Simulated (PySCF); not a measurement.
B(CF3)(H)(OH) (CH2BF3O), SMILES OBC(F)(F)F. Atoms are numbered in the order given.

```xyz
8

B      0.7630    -1.0364     0.0000
C      0.0462     0.4074     0.0000
F      0.3708     1.1312    -1.0876
F      0.3708     1.1312     1.0876
F     -1.3106     0.2794     0.0000
H      1.9600    -1.1294     0.0000
O      0.0020    -2.1342     0.0000
H     -0.9483    -1.9349     0.0000
```
Charge 0, spin multiplicity 1.

The structure is a stationary point at B3LYP-D3(BJ)/def2-SVP. The values are those of a single conformer.

Level of theory: TDA-B3LYP/def2-SVPD (PySCF).

Vertical excitations. Gas-phase values at a fixed geometry. State labels are in the subgroup Cs.

```csv
state,symmetry,energy (eV),λ (nm),f,main pairs
S1,A",6.53,190,0.000,HOMO→LUMO 99 %
S2,A',8.30,149,0.001,HOMO→LUMO+1 99 %
S3,A",8.77,141,0.013,"HOMO−2→LUMO 70 %, HOMO−4→LUMO 24 %"
S4,A',9.03,137,0.001,HOMO−3→LUMO 96 %
S5,A",9.31,133,0.039,"HOMO−4→LUMO 70 %, HOMO−2→LUMO 25 %"
S6,A',9.34,133,0.142,"HOMO−1→LUMO 73 %, HOMO−5→LUMO 14 %"
S7,A',9.60,129,0.056,HOMO→LUMO+2 95 %
S8,A",9.75,127,0.003,"HOMO−6→LUMO 80 %, HOMO−1→LUMO+1 14 %"
S9,A',9.81,126,0.032,HOMO−5→LUMO 77 %
S10,A",9.83,126,0.048,"HOMO−1→LUMO+1 83 %, HOMO−6→LUMO 13 %"
T1,A",5.88,211,0,HOMO→LUMO 98 %
T2,A',7.20,172,0,HOMO−1→LUMO 97 %
T3,A",7.85,158,0,HOMO−2→LUMO 93 %
T4,A',8.08,153,0,HOMO→LUMO+1 96 %
```
Triplets are in the Tamm–Dancoff approximation.
